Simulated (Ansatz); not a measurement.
Reaction (ligand exchange at the Si–C bond): `C=C[SiH](F)S[SiH2]Cl` + CH₃OH → `CO[SiH](F)S[SiH2]Cl` + `C=C`

Program: Ansatz. Geometries: PBE0-D4/def2-TZVP. ΔE: electronic, gas phase. CBS: MP2 limit from def2 TZ/QZ plus the TZ coupled-cluster correction, frozen cores. This one scheme is used for every species. DFT in def2-TZVPP. B3LYP here is the variant with VWN-RPA as its local correlation; programs differ in this. One conformer a species, not always the lowest.

```csv
level,ΔE (kJ/mol),difference from CCSD(T)/CBS
PBE-D4,-90.2,12.0
r2SCAN-D4,-101.6,0.6
PBE0-D4,-93.4,8.8
B3LYP-D4,-102.2,0.0
ωB97X-V,-102.1,0.1
ωB97M-V,-102.0,0.2
B2PLYP,-107.4,-5.2
PBE,-94.0,8.2
r2SCAN,-102.8,-0.6
PBE0,-97.0,5.2
B3LYP,-108.2,-6.0
HF/def2-TZVPP,-120.2,-18.0
MP2/def2-TZVPP,-101.7,0.5
SCS-MP2/def2-TZVPP,-105.0,-2.8
CCSD/def2-TZVPP,-105.4,-3.2
CCSD(T)/def2-TZVPP,-102.7,-0.5
HF/def2-QZVPP,-121.8,-19.6
MP2/def2-QZVPP,-102.0,0.2
SCS-MP2/def2-QZVPP,-105.3,-3.1
HF/CBS(def2),-122.0,-19.8
MP2/CBS(def2),-101.2,1.0
CCSD/CBS(def2),-105.0,-2.8
CCSD(T)/CBS,-102.2,0
```

Largest T1 diagnostic among the species: 0.011.

In def2-TZVPP, CCSD(T) changes the Hartree–Fock value by +17.5 kJ/mol (the triples alone add +2.7 kJ/mol) and MP2 by +18.5 kJ/mol. The D4 term adds +6.0 kJ/mol with B3LYP and +3.7 kJ/mol with PBE0; it sums over pairs of atoms, weighted by their polarisabilities, and B3LYP, whose exchange is more repulsive, gets the larger term.
